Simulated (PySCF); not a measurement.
Delta-SCF ions had no search for a lower state. Excitations are Tamm–Dancoff values on a coarser integration grid. The basis has no diffuse functions, so Rydberg states are missing or too high.

Cartesian coordinates (Å):
SMILES: O[SiH2]Br
```xyz
6

O     -1.3138     0.0475    -0.1576
Si     0.2869    -0.2604    -0.0610
Br     1.2775     1.0725     1.4175
H     -1.5959     0.9326    -0.3945
H      0.4128    -1.6537     0.4039
H      0.9838    -0.0237    -1.3464
```
Charge 0, multiplicity 1.

Question: What S1–T1 gap (TDA), total energy and vertical ionisation energy (Delta-SCF) does PBE-D3(BJ)/def2-TZVP // PBE0-D4/def2-TZVP run with PySCF give?

Answer: 
```yaml
S1–T1 gap (TDA): 0.15 eV
total_energy: -2940.1930 Ha
vertical ionisation energy (Delta-SCF): 10.34 eV
```
